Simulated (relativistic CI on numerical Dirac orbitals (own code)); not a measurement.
**Cu³⁺ in a cubic cluster: L2,3 absorption with charge transfer**

Computed with a charge-transfer multiplet model of a cubic metal-ligand cluster with up to 2 ligand holes, Slater and spin-orbit integrals from Dirac-Coulomb-Breit ions, Slater integrals scaled by 0.9. The parameters are those of a tetrahedral site (10Dq negative, t2 hopping the larger). The ground state mixes d8 with configurations of k ligand holes L, whose averages lie at kΔ + k(k − 1)U_dd/2; a core hole lowers each added d electron by U_cd. 300 K, Lorentzian 0.4 eV and Gaussian 0.3 eV FWHM.

Atomic integrals in eV (Slater integrals scaled, ζ unscaled), ground: F2dd 12.450, F4dd 7.768, zeta_d 0.110; with the core hole: F2dd 12.450, F4dd 7.768, zeta_d 0.138, zeta_core 13.377, F2cd 7.943, G1cd 6.088, G3cd 3.464.

Cluster parameters (eV): Δ = 1.2, U_dd = 7.5, 10Dq = -0.3, 10Dq(ligand) = 0, V(eg) = 1.43, V(t2g) = -2.42, final-state hopping factor = 0.9.

```tsv
Case	n_d	d8	d9L	d10L2	S
U_cd = 6.9 eV	8.39	0.63	0.35	0.02	1.00
U_cd = 8.1 eV	8.39	0.63	0.35	0.02	1.00
U_cd = 8.7 eV	8.39	0.63	0.35	0.02	1.00
U_cd = 9.3 eV	8.39	0.63	0.35	0.02	1.00
U_cd = 10.5 eV	8.39	0.63	0.35	0.02	1.00
```

Weights, n_d and S are thermal averages at 300 K. Photon energies count from the first peak over 30 % of the highest in each spectrum, which can be another peak from case to case. The parameters are a model scan and need not match a compound or its usual spin state. Peaks in eV (height, largest 100):
- U_cd = 6.9 eV: 0.0 (100), 0.5 (75), 2.1 (16), 21.1 (8), 21.6 (12)
- U_cd = 8.1 eV: 0.0 (100), 1.7 (14), 21.4 (10)
- U_cd = 8.7 eV: 0.0 (100), 1.5 (13), 21.2 (9)
- U_cd = 9.3 eV: 0.0 (100), 1.2 (13), 4.6 (7), 5.8 (6), 21.0 (9)
- U_cd = 10.5 eV: 0.0 (100), 4.6 (15), 6.2 (8), 20.7 (8)

Curve for U_cd = 10.5 eV (points under 2 left out, the grid thinned):

(E (eV), Intensity): (-1.7, 2.0), (-1.5, 2.5), (-1.3, 3.3), (-1.1, 4.6), (-0.8, 8.5), (-0.6, 14.9), (-0.4, 30.6), (-0.2, 65.7), (0.0, 100.0), (0.2, 87.7), (0.4, 53.4), (0.7, 21.8), (0.9, 16.0), (1.1, 11.4), (1.3, 7.8), (1.5, 5.4), (1.7, 3.8), (1.9, 2.7), (2.1, 2.1), (3.6, 3.4), (3.8, 3.6), (4.0, 3.5), (4.2, 5.0), (4.4, 9.6), (4.6, 14.7), (4.8, 12.2), (5.1, 5.3), (5.3, 3.3), (5.5, 2.6), (5.7, 2.6), (5.9, 4.0), (6.1, 6.9), (6.3, 7.6), (6.5, 5.6), (6.8, 2.9), (20.1, 2.0), (20.3, 4.3), (20.5, 7.2), (20.7, 8.4), (20.9, 6.8), (21.1, 3.8), (25.0, 2.2), (25.2, 3.6), (25.4, 3.4), (25.6, 2.0)

For the case U_cd = 8.7 eV, Δ = 1.2 eV is smaller than U_dd = 7.5 eV, the charge-transfer side of the Zaanen-Sawatzky-Allen scheme. With the core hole the configuration with one ligand hole lies at Δ + U_dd − U_cd = 1.8, 0.6, 0.0, -0.6, -1.8 eV from the one without, in the order of the table; where this is negative the screened configuration lies lower, though the effective hopping of about 2.7 eV (from the holes of the mixed ground state) mixes the two strongly wherever it is as large as the gap.
